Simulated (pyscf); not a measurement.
## Hydrogen shift: [O–WH(=O)(OH)–OH]• → [O=W(OH)(OH)–OH]•

Gas phase, doublet surface, charge 0. Bonds broken: W2–H8. Bonds formed: O1–H8. Structures and frequencies: ωB97X-D3(BJ)/def2-SVP in PySCF.

Transition state (Å):

```xyz
8

O      0.8455    -0.2240    -1.1074
W     -0.3316     0.9643    -0.3802
O     -0.2115     2.3874    -1.2862
O     -2.1661     0.7031     0.0304
O      0.3026     1.1735     1.3854
H     -2.8410     0.2245    -0.4604
H      0.3070     0.5607     2.1305
H     -0.4854    -0.3809    -1.5458
```

One imaginary mode, 1085i cm⁻¹; descent along it reached the two sides named.

```json
[
 {"bond": "W2–H8", "change": "breaks", "reactant side (Å)": "1.792", "saddle": "1.787", "product side": "2.540"},
 {"bond": "O1–H8", "change": "forms", "reactant side (Å)": "1.780", "saddle": "1.410", "product side": "0.965"}
]
```

Electronic energies relative to the reactant's lowest minimum found (eV):

```tsv
level	barrier	reaction energy	reverse barrier
ωB97X-D3(BJ)/def2-TZVP	0.09	-1.81	1.90
PBE/def2-TZVP	0.06	-1.37	1.43
r²SCAN/def2-TZVP	0.10	-1.45	1.55
B3LYP-D3(BJ)/def2-TZVP	0.11	-1.65	1.76
PBE0-D3(BJ)/def2-TZVP	0.07	-1.70	1.77
M06-2X/def2-TZVP	0.00	-2.16	2.16
ωB97M-D3(BJ)/def2-TZVP	0.06	-1.92	1.98
HF/def2-TZVP	0.41	-2.33	2.74
```

With ωB97M-D3(BJ)/def2-TZVP energies and thermal terms (ideal gas, 1 atm, RRHO with modes under 100 cm⁻¹ raised to 100, one conformer, R ln 2 for chiral ones without a mode under 150 cm⁻¹), in eV:

| T (K) | ΔH‡ | ΔG‡ | ΔH | ΔG |
|---|---|---|---|---|
| 298 | 0.03 | 0.04 | -1.78 | -1.78 |
| 600 | 0.01 | 0.06 | -1.79 | -1.78 |
| 900 | -0.02 | 0.09 | -1.80 | -1.78 |
| 1200 | -0.04 | 0.13 | -1.82 | -1.77 |

This is the saddle that the search found; another between the same sides may lie lower. Open-shell species with a d-block atom are single-reference here; other states, and whether the spin sits on metal or ligand, were not checked. Elements past Kr carry the def2 core potentials, without spin-orbit coupling.
